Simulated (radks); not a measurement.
Problem. Coherent X-ray form factor from a spherical all-electron density. Calculated with a radial shooting solver on a logarithmic mesh with Libxc functionals: scalar-relativistic Kohn-Sham, LDA (Slater exchange, VWN5 correlation), spin-polarised, spherical densities, finite nucleus; Fermi nuclear charge, rms radius of each element as measured or else 0.836 A^(1/3) + 0.57 fm.

sin(theta)/lambda (1/angstrom)  f0 (electrons)
0.05                                    53.767
0.1                                     53.078
0.15                                    51.971
0.2                                     50.500
0.25                                    48.732
0.3                                     46.744
0.4                                     42.397
0.5                                     37.975
0.6                                     33.830
0.8                                     26.992
1                                       22.175
1.25                                    18.333
1.5                                     15.894
2                                       12.356

The species is in the configuration that NIST lists as its ground one. Which atom or ion scatters so?

Solution. The holmium ion Ho13+, [Kr] 4d10 4f6 5s2. Extrapolating in s^2 from the first two rows gives f0(0) = 54.0, near the electron count 54; among species with that count, the fall with angle is slower the higher Z, and the table is that of Z = 67; from so few rows the species is fixed only to a neighbour or two.
